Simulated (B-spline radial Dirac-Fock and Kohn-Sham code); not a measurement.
# Tm⁶⁺: non-radiative channels of the N1 vacancy

System: the Tm⁶⁺ ion, [Kr] 4d10 4f11 5s2 5p4.

Calculated with a B-spline atomic structure program, using independent-particle rates on relativistic LDA orbitals of the hole state (multipoles up to L = 3, Coulomb Auger matrix elements, transition energies from Dirac-Fock). Kinetic energies are configuration averages from the vacuum level; the two-hole energies are estimated from single-hole states.

```tsv
transition	kinetic energy (eV)	width (meV)	share (%)
N1-N3O2	–	624	8.6
N1-N3N6	–	1420	19.7
N1-N3O3	–	818	11.3
N1-N3N7	–	1800	24.9
N1-N4O1	120.4	262	3.6
N1-N5O1	128.9	378	5.2
N1-N4O2	148.9	44.7	0.6
N1-N4O3	156.8	104	1.4
N1-N4N6	156.8	60.6	0.8
N1-N4N7	157.1	148	2.0
N1-N5O2	157.3	103	1.4
N1-N5N6	164.4	168	2.3
N1-N5O3	165.4	106	1.5
N1-N5N7	166.6	147	2.0
N1-O1O3	305.9	26.9	0.4
N1-N6O1	308.0	204	2.8
N1-N7O1	309.5	266	3.7
N1-N6N6	343.9	70.4	1.0
N1-N6O3	344.4	59.5	0.8
N1-N6N7	345.3	159	2.2
N1-N7O3	345.8	69.0	1.0
N1-N7N7	346.8	119	1.6
```

A dash stands for an energy that rests on an unreliable hole state.

Coster-Kronig rates are the weakest part of this model and often come out 1.5 to 2.5 times too large. Super-Coster-Kronig decay this fast strains the one-particle picture, and such widths tend to come out too large. Channels within a few eV of threshold rest on estimated energies and may be closed in reality. The listed channels hold 99 % of the non-radiative rate. Summed by principal shells, of 7.23 eV in all: NNN 56.6 %, NNO 42.5 %, NOO 0.9 %.
